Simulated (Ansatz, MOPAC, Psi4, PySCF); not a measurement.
System: LiH (charge -1, doublet). SMILES: [LiH-]
Geometry: optimised at B3LYP-D3(BJ)/def2-TZVP (Ansatz, a program for electronic structure).

Property: vertical ionisation energy to the singlet, in eV. Set-up: frozen cores in correlated levels; six Cartesian d functions in 6-31G* and its kin unless marked 5d; 6-311+G** with 5d; open shells spin-unrestricted; each state is the SCF solution reached for its charge and spin; no spin-orbit coupling; non-relativistic. Ab initio and DFT rows: single points at B3LYP-D3(BJ) geometries (Ansatz). Semi-empirical rows: differences of heats of formation at the shared geometry for vertical values.

| level | program | vertical ionisation energy to the singlet (eV) |
|---|---|---|
| AM1 | MOPAC | -1.48 |
| HF/6-31G* | Ansatz | -0.10 |
| HF/6-311+G** | Ansatz | 0.27 |
| PBE/6-31G* | Ansatz | 0.13 |
| PBE/6-311+G** | Ansatz | 0.46 |
| B3LYP/STO-3G | Ansatz | -1.68 |
| B3LYP/3-21G | Ansatz | 0.25 |
| B3LYP/6-31G* | Ansatz | 0.11 |
| B3LYP/6-311+G** | Ansatz | 0.46 |
| M06-2X/6-31G* (5d) | PySCF | -0.13 |
| wB97X-D/6-31G* | Psi4 | 0.01 |
| MP2/6-31G* | Ansatz | -0.09 |
| MP2/6-311+G** | Ansatz | 0.29 |
| PBE/def2-TZVPD | Ansatz | 0.31 |
| M06-2X/def2-TZVPD | PySCF | 0.11 |
| wB97X-V/def2-TZVPD | Ansatz | 0.18 |

No value to compare with is used here. The 13 habitual levels span -1.68 (B3LYP/STO-3G) to 0.46 eV (PBE/6-311+G**); wB97X-V/def2-TZVPD gives 0.18.

The levels are drawn from those run, B3LYP/6-31G* more often than the rest, none by its result; left out are runs that failed, that the program found above a lower state of the same kind, or whose <S^2> lies over 0.5 above the pure value.
